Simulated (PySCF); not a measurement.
## Exercise with solution: entropy of an ideal gas

Te(Br)(SH) (BrHSTe), SMILES S[Te]Br.

Geometry: PBE0-D3(BJ)/def2-SVP. The def2 effective core potentials stand for the cores of Te; spin–orbit coupling is left out. The values are those of a single conformer.

PBE0-D3(BJ)/def2-SVP (PySCF) gives the harmonic wavenumbers 104, 250, 349, 369, 778, 2686 cm⁻¹ and the rotational temperatures 0.2017, 0.0585, 0.0456 K. The molar mass is 240.57 g/mol, the symmetry number 1, the spin multiplicity 1.

Problem. Work out the entropy at 298.15 K and 1 atm in the rigid-rotor, harmonic-oscillator model.

Solution. 
Translation (Sackur–Tetrode at 1 atm): S = R[1.5 ln M + 2.5 ln T − 1.16487] = 177.1 J/(mol K).
Rotation: q = (√π/σ) T^1.5/√(θA θB θC) = 393000, S = R[ln q + 3/2] = 119.6 J/(mol K).
Vibration: with u = 1.4388 ν/T, each mode gives R[u/(e^u − 1) − ln(1 − e^−u)]:
| ν (cm⁻¹) | modes | u | S (J/(mol K)) |
|---|---|---|---|
| 104 | 1 | 0.50 | 14.13 |
| 250 | 1 | 1.21 | 7.24 |
| 349 | 1 | 1.68 | 4.90 |
| 369 | 1 | 1.78 | 4.54 |
| 778 | 1 | 3.75 | 0.95 |
The stiffer modes add less than 0.005 each. Sum 31.8 J/(mol K).
Spin: R ln 1 = 0.0 J/(mol K).
Total 328.5 J/(mol K); the program's own thermochemistry gives 328.5. Translation makes up 54 % and vibration 10 %. Anharmonicity, hindered rotation and orbital degeneracy are left out.
